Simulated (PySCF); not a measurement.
An unknown gives this computed stick spectrum. Theory: PySCF 2.14.0, density-fitted response routines, TDDFT PBE0/def2-SVPD, vertical, gas phase, core orbitals frozen in the response. Geometries: GFN2-xTB, one conformer each.

```csv
state,E (eV),λ (nm),f
S1,5.60,221.2,0.027
S2,5.75,215.8,0.038
S3,6.22,199.2,0.0053
S4,6.30,196.7,0.039
S5,6.56,188.9,0.013
S6,6.60,188.0,0.0060
```

**Question.** Which structure fits? All have the formula C5H8OS.
A. `C[S@@](=O)[C@@H]1[C@@H]2C[C@@H]21`
B. `S1CCC(CC1)=O`
C. `C[C@@H]1CC(=O)CS1`
D. `C[C@@H]1CC=C[S@@]1=O`
E. `CC1CC[S@](C=1)=O`

**Answer.** A. Its S1, at 5.60 eV, is the highest among the candidates; the nearest of the others has S1 at 4.55 eV. S1 is HOMO→LUMO (68%), HOMO→LUMO+1 (15%). Löwdin shares by element: HOMO oxygen 43%, sulfur 27%, carbon 15% or more (atoms not listed hold the other 16%); LUMO sulfur 36%, carbon 18% or more, hydrogen 7% or more (atoms not listed hold the other 38%). At the same level the other candidates give, for their lowest levels:
- `O=C1CCSCC1`: 4.31 eV (f 0.000); 4.82 eV (f 0.008); 5.49 eV (f 0.000); 6.40 eV (f 0.056); 6.57 eV (f 0.025); T1 3.71 eV; HOMO -6.74, LUMO -0.80 eV
- `C[C@@H]1CC=C[S@@]1=O`: 4.46 eV (f 0.001); 5.56 eV (f 0.004); 5.74 eV (f 0.030); 6.12 eV (f 0.033); 6.65 eV (f 0.010); T1 4.16 eV; HOMO -6.65, LUMO -0.75 eV
- `C[C@@H]1CC(=O)CS1`: 4.30 eV (f 0.000); 4.58 eV (f 0.001); 5.26 eV (f 0.000); 6.06 eV (f 0.036); 6.50 eV (f 0.006); T1 3.78 eV; HOMO -6.69, LUMO -1.00 eV
- `CC1=C[S@](=O)CC1`: 4.55 eV (f 0.002); 5.64 eV (f 0.008); 5.67 eV (f 0.033); 6.11 eV (f 0.014); 6.45 eV (f 0.013); T1 4.22 eV; HOMO -6.58, LUMO -0.60 eV

The values belong to the conformer `[CH3:1][S@@:2](=[O:3])[C@@H:4]1[C@@H:5]2[CH2:6][C@H:7]12`: C1–S2–C4–C5 133°.
Triplets come from the Tamm–Dancoff approximation.
